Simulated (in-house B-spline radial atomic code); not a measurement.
Ionisation energies along the 12-electron series, configuration [Ne] 3s2, as differences of self-consistent energies. NIST's values go from ground level to ground level; the uncertainty of those that are theory runs from under 0.1 % in few-electron ions to several per cent in heavy many-electron ones. Computed with a B-spline radial code for spherical atoms: non-relativistic Hartree-Fock, average of the configuration, point nuclei.

This level leaves out relativity, spin-orbit splitting included, which matters for heavy ions.

```csv
ion,configuration after,ionisation energy (eV),IE/(q+1)² (eV),-ε less Coulomb ΔSCF (eV),tabulated value (eV),tabulated kind,computed minus tabulated (eV)
As21+,[Ne] 3s1,895.8,1.8508,0.17759,911.7,semi-empirical,-15.9
Se22+,[Ne] 3s1,971.7,1.8368,0.17776,989.6,semi-empirical,-17.9
Br23+,[Ne] 3s1,?,?,?,?,semi-empirical,?
Kr24+,[Ne] 3s1,1132.5,1.812,0.17809,1155,semi-empirical,-22.5
Rb25+,[Ne] 3s1,?,?,?,?,semi-empirical,?
Sr26+,[Ne] 3s1,1305.5,1.7907,0.17841,1333.4,semi-empirical,-27.9
Zr28+,[Ne] 3s1,1490.5,1.7723,0.17872,1525.1,semi-empirical,-34.6
Nb29+,[Ne] 3s1,?,?,?,?,semi-empirical,?
Mo30+,[Ne] 3s1,1687.7,1.7561,0.17901,1730.1,semi-empirical,-42.4
Tc31+,[Ne] 3s1,1790.8,1.7488,0.17916,1838,semi-empirical,-47.2
Ru32+,[Ne] 3s1,1896.9,1.7419,0.17929,1949,semi-empirical,-52.1
Rh33+,[Ne] 3s1,2006.1,1.7354,0.17943,2063,semi-empirical,-56.9
Pd34+,[Ne] 3s1,2118.3,1.7292,0.17956,2181,semi-empirical,-62.7
Ag35+,[Ne] 3s1,2233.5,1.7234,0.17969,2302,semi-empirical,-68.5
```

Question: Fill in the row of Br23+.

Answer: ionisation energy (eV): 1050.6; IE/(q+1)² (eV): 1.8239; -ε less Coulomb ΔSCF (eV): 0.17792; tabulated value (eV): 1070.6; computed minus tabulated (eV): -20.0.

Question: Fill in the row of Rb25+.

Answer: ionisation energy (eV): 1217.5; IE/(q+1)² (eV): 1.801; -ε less Coulomb ΔSCF (eV): 0.17825; tabulated value (eV): 1242.5; computed minus tabulated (eV): -25.0.

Question: Fill in the row of Nb29+.

Answer: ionisation energy (eV): 1587.6; IE/(q+1)² (eV): 1.764; -ε less Coulomb ΔSCF (eV): 0.17887; tabulated value (eV): 1625.9; computed minus tabulated (eV): -38.3.

Question: How far is this level of theory from the measured and semi-empirical values?

Answer: Over those 14 rows the differences run from -68.5 to -15.9 eV (mean absolute value 38 eV). The calculation leaves out relativity, correlation and, in open shells, the multiplet splittings that an average leaves out.
